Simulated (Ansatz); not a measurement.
Problem. Predict a relaxed structure of `COc1ccc(-c2ccc(-c3ccc(-c4ccc(-c5ccc(C(F)=C(F)F)cc5)cc4)cc3)cc2)cc1`, charge 0, singlet, at r2SCAN-D4/def2-SVP (Ansatz).

Solution. 
```xyz
60

C     8.741   -0.024   -8.569
O     8.510    0.961   -7.587
C     7.488    0.773   -6.718
C     7.291    1.788   -5.765
C     6.269    1.683   -4.831
C     5.402    0.569   -4.810
C     4.315    0.462   -3.815
C     3.093   -0.165   -4.130
C     2.070   -0.269   -3.192
C     2.215    0.253   -1.891
C     1.127    0.144   -0.897
C     0.912    1.152    0.063
C    -0.117    1.052    0.997
C    -0.977   -0.062    1.019
C    -2.071   -0.168    2.007
C    -2.760    0.974    2.460
C    -3.795    0.874    3.384
C    -4.190   -0.373    3.907
C    -5.290   -0.480    4.886
C    -5.280   -1.463    5.894
C    -6.317   -1.566    6.817
C    -7.417   -0.685    6.769
C    -8.471   -0.846    7.761
F    -8.312   -1.867    8.629
C    -9.588   -0.116    7.948
F    -9.932    0.926    7.217
F   -10.469   -0.366    8.889
C    -7.436    0.302    5.760
C    -6.393    0.396    4.845
C    -3.498   -1.515    3.458
C    -2.465   -1.415    2.530
C    -0.760   -1.072    0.061
C     0.266   -0.970   -0.875
C     3.435    0.882   -1.577
C     4.459    0.982   -2.514
C     5.615   -0.434   -5.770
C     6.640   -0.345   -6.716
H     8.990   -1.001   -8.116
H     9.596    0.323   -9.163
H     7.867   -0.151   -9.232
H     7.953    2.657   -5.790
H     6.117    2.497   -4.117
H     2.929   -0.543   -5.143
H     1.122   -0.729   -3.485
H     1.550    2.040    0.064
H    -0.244    1.846    1.738
H    -2.491    1.957    2.062
H    -4.297    1.784    3.725
H    -4.428   -2.143    5.976
H    -6.278   -2.330    7.595
H    -8.275    0.994    5.678
H    -6.450    1.152    4.057
H    -3.789   -2.502    3.829
H    -1.940   -2.321    2.215
H    -1.420   -1.943    0.037
H     0.416   -1.780   -1.594
H     3.597    1.265   -0.565
H     5.408    1.441   -2.221
H     4.982   -1.326   -5.766
H     6.774   -1.156   -7.434
```
 This is one stationary point.

Single mean-field runs in def2-SVP are fitted with def2-universal-jkfit.
